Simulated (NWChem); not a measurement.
CH5FOSi2; SMILES [Si@@H]([SiH3])(C=O)F

```xyz
10

O      1.2817     2.0257    -0.1617
C      0.1895     1.7116     0.2813
Si    -0.6234     0.0813    -0.3792
F     -2.1001    -0.1459     0.3203
Si     0.8064    -1.7170     0.1315
H     -0.3300     2.3474     1.0690
H     -0.8207     0.2577    -1.8595
H      0.2511    -3.0044    -0.4119
H      0.9536    -1.8295     1.6239
H      2.1491    -1.4401    -0.4856
```
Atoms are numbered in this order, from 1.

Level: PBE-D3(BJ)/def2-SVP (NWChem), optimised geometry, unscaled harmonic frequencies. 

| frequency (cm⁻¹) | IR intensity (km/mol) |
|---|---|
| 55 | 5.0 |
| 78 | 0.7 |
| 107 | 4.9 |
| 150 | 15.1 |
| 170 | 12.6 |
| 315 | 2.0 |
| 396 | 3.1 |
| 462 | 10.9 |
| 491 | 13.7 |
| 653 | 54.4 |
| 683 | 19.4 |
| 775 | 21.5 |
| 808 | 247.0 |
| 861 | 67.5 |
| 873 | 15.7 |
| 893 | 31.1 |
| 903 | 70.2 |
| 1320 | 22.7 |
| 1721 | 100.0 |
| 2158 | 76.3 |
| 2163 | 19.7 |
| 2179 | 86.1 |
| 2182 | 64.0 |
| 2730 | 178.4 |

* **zero-point energy**: 33.0 kcal/mol
* **thermal correction to the enthalpy at 298.15 K (with zero-point energy)**: 38.8 kcal/mol
* **heat capacity Cv**: 26.8 cal/(mol K)
* **entropy at 298.15 K and 1 atm (symmetry number 1)**: 90.2 cal/(mol K)
* **dipole moment**: 0.74 D

Rigid rotor and harmonic oscillator; modes under 100 cm⁻¹ make the entropy uncertain.
